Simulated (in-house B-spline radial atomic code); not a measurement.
Radial electron density of neutral barium, [Xe] 6s2. Method: scalar-relativistic (X2C) BHandHLYP, spin-polarised, spherical fractional occupations, Fermi nucleus of rms radius 4.8378 fm. Calculated with an all-electron radial atomic-structure program (B-spline basis).

One-electron X2C: radii and densities carry no picture-change correction, so inner-shell <1/r> comes out high (for 1s by about 2 % at Z = 33, 5 % at 54, 10 % at 75, 30 % at 118) and <r> low.

Columns: r (bohr), 4πr²n(r) (electrons per bohr), bar.

```
 0.00071    2.122 #
0.000893    3.032 #
 0.00112    4.293 ##
 0.00141     6.08 ###
 0.00178     8.58 ####
 0.00223    11.86 ######
 0.00281    16.34 ########
 0.00353    22.09 ##########
 0.00444    29.32 ##############
 0.00559    38.04 ##################
 0.00702    47.73 ######################
 0.00883    57.73 ###########################
  0.0111    66.59 ###############################
   0.014    72.64 ##################################
  0.0176     74.2 ###################################
  0.0221    71.27 #################################
  0.0278    66.11 ###############################
  0.0349    63.64 ##############################
  0.0439    68.66 ################################
  0.0552    81.25 ######################################
  0.0695    93.54 ############################################
  0.0874    94.14 ############################################
    0.11    81.41 ######################################
   0.138    69.75 #################################
   0.174    73.08 ##################################
   0.218    81.71 ######################################
   0.275    72.05 ##################################
   0.345    45.42 #####################
   0.434    28.65 #############
   0.546       31 ##############
   0.687    32.07 ###############
   0.864    22.06 ##########
    1.09    11.77 ######
    1.37    7.887 ####
    1.72    6.224 ###
    2.16    3.852 ##
    2.72    1.762 #
    3.42   0.8556 
     4.3   0.5957 
     5.4   0.4008 
    6.79   0.1881 
    8.54  0.05466 
    10.7 0.009339 
    13.5 0.0007684 
      17 2.831e-05
```

On this grid the curve has 4 maxima, near 0.0176, 0.0874, 0.218, 0.687 bohr.

The 5p up radial function P(r) = rR(r), positive near the nucleus:

```tsv
r (bohr)	P
0.00112	0.0008583
0.00178	0.001823
0.00281	0.003887
0.00444	0.008334
0.00702	0.01771
0.0111	0.03657
0.0176	0.07151
0.0278	0.125
0.0439	0.18
0.0695	0.1713
0.11	0.007663
0.174	-0.2386
0.275	-0.179
0.434	0.2891
0.687	0.3191
1.09	-0.4341
1.72	-0.8351
2.72	-0.4729
4.3	-0.1006
6.79	-0.007028
```
